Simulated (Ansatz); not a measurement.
IrO2⁺ (the lowest singlet isomer of a short search) was relaxed with B3LYP-D4 (def2-TZVP) in Ansatz in these states: charge +1 quintet, charge +1 triplet. The geometries follow in no particular order.

In the def2 sets Ir takes a core potential; there is no spin–orbit coupling.

A:

```xyz
3

Ir    0.061    0.462    0.075
O     0.036    0.006   -1.541
O    -0.098   -0.467    1.465
```

B:

```xyz
3

Ir   -0.293   -0.286    0.489
O     0.190    1.382    0.506
O     0.103   -1.096   -0.995
```

Problem. Judge from the bond lengths which geometry belongs to which state (an estimate).

Solution. A is the charge +1 triplet (Ir1–O2 1.679 Å, Ir1–O3 1.679 Å); B is the charge +1 quintet (Ir1–O2 1.737 Å, Ir1–O3 1.737 Å).

At PBE0-D4/def2-TZVP a broken-symmetry singlet lies 0.22 eV below the charge +1 triplet. At PBE0-D4/def2-TZVP a broken-symmetry singlet lies 0.57 eV below the charge +1 quintet. These are the stationary points nearest to one start from a short search; other shapes may lie lower in each state.
